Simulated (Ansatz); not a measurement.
`O=[CH][Ga]([F])[GeH3]` + `[GeH3][TeH]` → `[GeH3][Te][GeH3]` + `O=[CH][GaH][F]`  (cleavage of the Ge–Ga bond)

Isolated molecules relaxed with PBE0-D4/def2-TZVP in Ansatz; ΔE leaves out vibrations. CCSD(T)/CBS is the MP2 limit (def2-TZVPP, def2-QZVPP) plus CCSD(T) − MP2 in def2-TZVPP, frozen cores. Functionals use def2-TZVPP. B3LYP here is the variant with VWN-RPA as its local correlation; programs differ in this. Elements past krypton have def2 core potentials. For Ga, Ge, Te outer-core shells are correlated without core-valence functions, which leaves a few kJ/mol of doubt a bond. Scalar relativity is left out up to krypton. One conformer a species, not always the lowest.

`O=[CH][Ga]([F])[GeH3]`:

Z-matrix (Å, degrees):
```
Ge
Ga 1 2.440
H 1 1.536 2 110.3
H 1 1.535 2 110.7 3 121.2
H 1 1.537 2 109.1 3 -119.0
C 2 2.041 1 131.3 3 40.9
F 2 1.767 1 117.5 3 -140.1
O 6 1.202 2 120.2 1 1.4
H 6 1.116 2 120.0 1 -178.8
```

`[GeH3][TeH]`:

```xyz
6

Ge    0.278    0.164   -0.583
Te   -1.332   -1.038    1.000
H     1.733   -0.200   -0.255
H    -0.089   -0.335   -1.987
H     0.087    1.685   -0.495
H    -0.677   -0.275    2.319
```

`[GeH3][Te][GeH3]`:

Cartesian coordinates in Å:
```
Ge 0.769 1.604 -0.457
Te -1.063 0.127 -1.453
Ge -0.801 -1.600 0.413
H 0.381 2.038 0.965
H 0.895 2.831 -1.370
H 2.100 0.837 -0.412
H -1.820 -2.713 0.132
H -1.087 -0.950 1.776
H 0.625 -2.172 0.407
```

`O=[CH][GaH][F]`:

```xyz
6

O    -0.781    0.496    1.814
C     0.047    0.571    0.946
Ga   -0.141   -0.525   -0.752
F     1.188   -0.255   -1.877
H     0.925    1.247    1.071
H    -1.237   -1.534   -1.203
```

| level | ΔE (kJ/mol) | difference from CCSD(T)/CBS |
| --- | --- | --- |
| revPBE-D4 | -20.7 | 5.4 |
| B3LYP-D4 | -21.4 | 4.7 |
| CAM-B3LYP-D4 | -20.8 | 5.3 |
| PBE-QIDH | -28.4 | -2.3 |
| PBE | -15.7 | 10.4 |
| revPBE | -15.2 | 10.9 |
| r2SCAN | -21.9 | 4.2 |
| B3LYP | -16.3 | 9.8 |
| CCSD/def2-SVP | -22.1 | 4.0 |
| MP2/def2-TZVPP | -33.2 | -7.1 |
| CCSD(T)/def2-TZVPP | -22.2 | 3.9 |
| HF/def2-QZVPP | -30.4 | -4.3 |
| MP2/def2-QZVPP | -35.8 | -9.7 |
| SCS-MP2/def2-QZVPP | -33.1 | -7.0 |
| HF/CBS(def2) | -30.6 | -4.5 |
| CCSD/CBS(def2) | -25.4 | 0.7 |
| CCSD(T)/CBS | -26.1 | 0 |

Largest T1 diagnostic among the species: 0.016.

Leaving LDA and LC-ωPBE aside and taking each functional with its dispersion term where it has one, the values, not all of them listed here, spread over 10.5 kJ/mol, from PBE-QIDH to BLYP-D4. From PBE to PBE0 (25 % exact exchange), in def2-TZVPP and without D4, ΔE moves by −5.1 kJ/mol. The D4 term adds −5.1 kJ/mol with B3LYP and −2.6 kJ/mol with PBE0; it sums over pairs of atoms, weighted by their polarisabilities, and B3LYP, whose exchange is more repulsive, gets the larger term.

CCSD(T)/CBS has its own doubt, a few kJ/mol and more with outer-core shells, so smaller differences from it don't rank the levels.
